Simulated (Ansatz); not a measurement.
# Si2NH6F (SMILES F[SiH2]N[SiH3]): the energy to break a bond

Si2NH6F: 10 atoms, total charge 0, spin state singlet. SMILES: `F[SiH2]N[SiH3]`. The shape was relaxed beforehand at r2SCAN/def2-SVP. This is one conformer, not always the lowest.

```xyz
10

F    -1.5805    0.9994   -1.8065
Si   -0.3792    1.3196   -0.7528
N     0.5186   -0.0896   -0.3333
Si    0.1994   -1.2492    0.9381
H     0.5240    2.2841   -1.4327
H    -1.0184    1.8607    0.4721
H     1.2710   -0.3347   -0.9765
H     1.4019   -1.4438    1.8040
H    -0.1900   -2.5888    0.4006
H    -0.9215   -0.6972    1.7503
```

Wanted: the dissociation energy of the Si2–F1 bond into doublet Si2NH6 and doublet F (shapes relaxed at r2SCAN/def2-SVP, no zero-point term). 1 Eh = 2625.50 kJ/mol = 27.2114 eV. Totals in Eh; open shells run unrestricted unless said.

| level | program | Si2NH6F | doublet Si2NH6 | doublet F |
| --- | --- | --- | --- | --- |
| PBE/def2-SVP | Ansatz | -736.500709 | -636.716161 | -99.539757 |
| B3LYP/def2-SVP | Ansatz | -737.024958 | -637.144074 | -99.640474 |
| MP2/def2-SVP, 12 core orbitals frozen | Ansatz | -735.605972 | -635.937604 | -99.422431 |

Q: Work out the dissociation energy at each level.

A: 
1. PBE/def2-SVP: (-636.716161) + (-99.539757) − (-736.500709) = 0.244791 Eh = 642.7 kJ/mol = 6.66 eV.
2. B3LYP/def2-SVP: (-637.144074) + (-99.640474) − (-737.024958) = 0.240410 Eh = 631.2 kJ/mol = 6.54 eV.
3. MP2/def2-SVP: (-635.937604) + (-99.422431) − (-735.605972) = 0.245937 Eh = 645.7 kJ/mol = 6.69 eV.

The levels span 631 to 646 kJ/mol; no measured value is set beside them. A bond enthalpy at 298 K also holds the loss of zero-point energy and thermal terms.
